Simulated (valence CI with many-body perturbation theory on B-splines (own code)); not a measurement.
**Forbidden lines of Pm XXXIX**

Level of theory: relativistic CI+MBPT: five valence electrons over a frozen Dirac-Fock core [Ar], radial functions for each j: 7 s, 7 p, 8 d, 6 f, 4 g, 1 h, with the one-electron correlation potential Σ1 (screened to all orders), the two-electron term Σ2, the three-electron term Σ3, Breit, model QED; selected single and double excitations, second order for the rest, scaled by the run's own slope (own B-spline code, finite nucleus).

The last digits are not significant, and no measured levels were compared; by estimate large intervals hold to a few tenths of a per cent, small ones and those within an open d or f shell to about a per cent. Only levels of the ground parity were solved; by the run's estimate the other parity begins above the list, which can be wrong where configurations are misplaced.

Lines 51 to 100 of 120 in falling wavelength, among levels below 127.02 eV, chosen from the decays that carry over 1 % of a level's rate. Wavelengths and rates use the calculated energies. S is in atomic units (e²a₀⁴ for E2 and M2, e²a₀⁶ for E3), for M1 in squared Bohr magnetons. Weak lines are less certain than strong ones. Lines between different terms over intervals too small for the method are left out, as are lines whose strength nearly cancels.

Levels are named by their leading jj configuration (3d3/2^4 stands for four electrons in 3d with j = 3/2), which in mixed levels can hold well under half, so a name can repeat and another be missing. Letters in brackets count levels of one name in rising energy.

| λ vac (Å) | Upper | Lower | Type | A (s⁻¹) | S (a.u.) |
| --- | --- | --- | --- | --- | --- |
| 469.0 | (3d3/2^2 3d5/2^3) J=7/2 [b] | (3d3/2^3 3d5/2^2) J=7/2 [b] | M1 | 2.25e+04 | 6.88e-01 |
| 464.8 | (3d3/2^2 3d5/2^3) J=9/2 [a] | (3d3/2^3 3d5/2^2) J=7/2 [a] | M1 | 7.01e+04 | 2.61e+00 |
| 458.8 | (3d3/2 3d5/2^4) J=5/2 [a] | (3d3/2^2 3d5/2^3) J=7/2 [a] | M1 | 1.25e+05 | 2.69e+00 |
| 448.8 | (3d3/2^2 3d5/2^3) J=5/2 [c] | (3d3/2^3 3d5/2^2) J=7/2 [b] | M1 | 8.21e+04 | 1.65e+00 |
| 447.4 | (3d3/2^2 3d5/2^3) J=13/2 | (3d3/2^3 3d5/2^2) J=11/2 | M1 | 2.69e+04 | 1.25e+00 |
| 447.1 | (3d3/2^2 3d5/2^3) J=1/2 [a] | (3d3/2^3 3d5/2^2) J=3/2 [a] | M1 | 1.42e+05 | 9.43e-01 |
| 436.1 | (3d3/2^2 3d5/2^3) J=5/2 [a] | (3d3/2^3 3d5/2^2) J=5/2 [a] | M1 | 3.39e+05 | 6.26e+00 |
| 431.1 | (3d3/2^3 3d5/2^2) J=7/2 [a] | (3d3/2^4 3d5/2) J=5/2 | M1 | 7.43e+04 | 1.76e+00 |
| 428.8 | (3d3/2^2 3d5/2^3) J=3/2 [a] | (3d3/2^3 3d5/2^2) J=3/2 [a] | M1 | 1.94e+05 | 2.26e+00 |
| 424.6 | (3d3/2 3d5/2^4) J=3/2 [a] | (3d3/2^2 3d5/2^3) J=5/2 [b] | M1 | 7.02e+04 | 7.97e-01 |
| 417.4 | (3d3/2^3 3d5/2^2) J=3/2 [a] | (3d3/2^4 3d5/2) J=5/2 | M1 | 2.37e+05 | 2.55e+00 |
| 416.6 | (3d3/2^3 3d5/2^2) J=3/2 [b] | (3d3/2^3 3d5/2^2) J=5/2 [a] | M1 | 9.91e+03 | 1.06e-01 |
| 407.1 | (3d3/2 3d5/2^4) J=11/2 | (3d3/2^2 3d5/2^3) J=13/2 | M1 | 5.83e+04 | 1.75e+00 |
| 406.3 | (3d3/2^2 3d5/2^3) J=5/2 [b] | (3d3/2^3 3d5/2^2) J=3/2 [a] | M1 | 3.00e+04 | 4.48e-01 |
| 402.6 | (3d3/2 3d5/2^4) J=3/2 [a] | (3d3/2^2 3d5/2^3) J=3/2 [a] | M1 | 2.03e+05 | 1.96e+00 |
| 402.2 | (3d3/2^2 3d5/2^3) J=5/2 [d] | (3d3/2^2 3d5/2^3) J=5/2 [b] | M1 | 6.90e+04 | 9.98e-01 |
| 400.8 | (3d3/2^2 3d5/2^3) J=9/2 [b] | (3d3/2^3 3d5/2^2) J=9/2 | M1 | 1.68e+05 | 4.02e+00 |
| 398.9 | (3d3/2^2 3d5/2^3) J=7/2 [b] | (3d3/2^3 3d5/2^2) J=5/2 [b] | M1 | 3.63e+03 | 6.83e-02 |
| 397.2 | (3d3/2 3d5/2^4) J=7/2 [a] | (3d3/2^2 3d5/2^3) J=9/2 [a] | M1 | 1.73e+05 | 3.22e+00 |
| 394.1 | (3d3/2^2 3d5/2^3) J=5/2 [b] | (3d3/2^3 3d5/2^2) J=7/2 [a] | M1 | 6.47e+04 | 8.81e-01 |
| 387.7 | (3d3/2 3d5/2^4) J=3/2 [a] | (3d3/2^2 3d5/2^3) J=1/2 [a] | M1 | 1.75e+05 | 1.52e+00 |
| 384.0 | (3d3/2 3d5/2^4) J=5/2 [a] | (3d3/2^2 3d5/2^3) J=5/2 [a] | M1 | 4.54e+05 | 5.72e+00 |
| 382.4 | (3d3/2^2 3d5/2^3) J=5/2 [d] | (3d3/2^2 3d5/2^3) J=3/2 [a] | M1 | 8.27e+03 | 1.03e-01 |
| 381.2 | (3d3/2^2 3d5/2^3) J=7/2 [c] | (3d3/2^3 3d5/2^2) J=7/2 [b] | M1 | 6.79e+04 | 1.12e+00 |
| 378.1 | (3d3/2 3d5/2^4) J=11/2 | (3d3/2^2 3d5/2^3) J=9/2 [a] | M1 | 6.80e+04 | 1.64e+00 |
| 377.6 | (3d3/2^2 3d5/2^3) J=7/2 [b] | (3d3/2^3 3d5/2^2) J=9/2 | M1 | 4.45e+04 | 7.10e-01 |
| 376.7 | (3d3/2^2 3d5/2^3) J=3/2 [b] | (3d3/2^3 3d5/2^2) J=1/2 | M1 | 2.26e+04 | 1.79e-01 |
| 367.9 | (3d3/2^2 3d5/2^3) J=7/2 [a] | (3d3/2^3 3d5/2^2) J=5/2 [a] | M1 | 4.06e+04 | 5.99e-01 |
| 367.5 | (3d3/2 3d5/2^4) J=7/2 [a] | (3d3/2^2 3d5/2^3) J=7/2 [a] | M1 | 1.46e+05 | 2.16e+00 |
| 361.6 | (3d3/2^2 3d5/2^3) J=9/2 [b] | (3d3/2^3 3d5/2^2) J=11/2 | M1 | 6.16e+04 | 1.08e+00 |
| 361.4 | (3d3/2^2 3d5/2^3) J=3/2 [b] | (3d3/2^3 3d5/2^2) J=5/2 [b] | M1 | 3.38e+04 | 2.37e-01 |
| 359.4 | (3d3/2 3d5/2^4) J=11/2 | (3d3/2^2 3d5/2^3) J=11/2 | M1 | 2.46e+05 | 5.07e+00 |
| 352.6 | (3d3/2^3 3d5/2^2) J=5/2 [b] | (3d3/2^4 3d5/2) J=5/2 | M1 | 6.67e+02 | 6.50e-03 |
| 348.4 | (3d3/2^2 3d5/2^3) J=9/2 [b] | (3d3/2^3 3d5/2^2) J=7/2 [a] | M1 | 4.86e+04 | 7.62e-01 |
| 342.9 | (3d3/2^2 3d5/2^3) J=1/2 [b] | (3d3/2^3 3d5/2^2) J=1/2 | M1 | 8.32e+04 | 2.49e-01 |
| 333.5 | (3d3/2^2 3d5/2^3) J=7/2 [c] | (3d3/2^3 3d5/2^2) J=5/2 [b] | M1 | 3.42e+04 | 3.76e-01 |
| 330.7 | (3d3/2^2 3d5/2^3) J=7/2 [b] | (3d3/2^3 3d5/2^2) J=7/2 [a] | M1 | 3.68e+03 | 3.94e-02 |
| 328.6 | (3d3/2^2 3d5/2^3) J=5/2 [c] | (3d3/2^3 3d5/2^2) J=3/2 [a] | M1 | 4.94e+04 | 3.90e-01 |
| 325.2 | (3d3/2^2 3d5/2^3) J=5/2 [d] | (3d3/2^2 3d5/2^3) J=7/2 [a] | M1 | 2.93e+04 | 2.24e-01 |
| 320.5 | (3d3/2^2 3d5/2^3) J=5/2 [c] | (3d3/2^3 3d5/2^2) J=7/2 [a] | M1 | 1.17e+05 | 8.59e-01 |
| 319.4 | (3d3/2^2 3d5/2^3) J=9/2 [c] | (3d3/2^3 3d5/2^2) J=7/2 [b] | M1 | 7.22e+04 | 8.71e-01 |
| 318.5 | (3d3/2^2 3d5/2^3) J=7/2 [c] | (3d3/2^3 3d5/2^2) J=9/2 | M1 | 7.28e+04 | 6.98e-01 |
| 317.9 | (3d3/2 3d5/2^4) J=7/2 [a] | (3d3/2^2 3d5/2^3) J=5/2 [a] | M1 | 2.06e+04 | 1.97e-01 |
| 314.6 | (3d3/2^2 3d5/2^3) J=3/2 [a] | (3d3/2^3 3d5/2^2) J=5/2 [a] | M1 | 1.46e+05 | 6.76e-01 |
| 311.8 | (3d3/2^2 3d5/2^3) J=3/2 [b] | (3d3/2^3 3d5/2^2) J=3/2 [a] | M1 | 3.84e+04 | 1.73e-01 |
| 311.4 | (3d3/2^3 3d5/2^2) J=7/2 [b] | (3d3/2^4 3d5/2) J=5/2 | M1 | 9.48e+03 | 8.49e-02 |
| 296.8 | (3d3/2 3d5/2^4) J=3/2 [a] | (3d3/2^2 3d5/2^3) J=5/2 [a] | M1 | 4.95e+04 | 1.92e-01 |
| 294.8 | (3d3/2^2 3d5/2^3) J=5/2 [d] | (3d3/2^3 3d5/2^2) J=3/2 [b] | M1 | 6.17e+04 | 3.51e-01 |
| 288.3 | (3d3/2^2 3d5/2^3) J=1/2 [b] | (3d3/2^3 3d5/2^2) J=3/2 [a] | M1 | 1.85e+05 | 3.28e-01 |
| 285.7 | (3d3/2^2 3d5/2^3) J=5/2 [d] | (3d3/2^2 3d5/2^3) J=5/2 [a] | M1 | 3.01e+04 | 1.56e-01 |
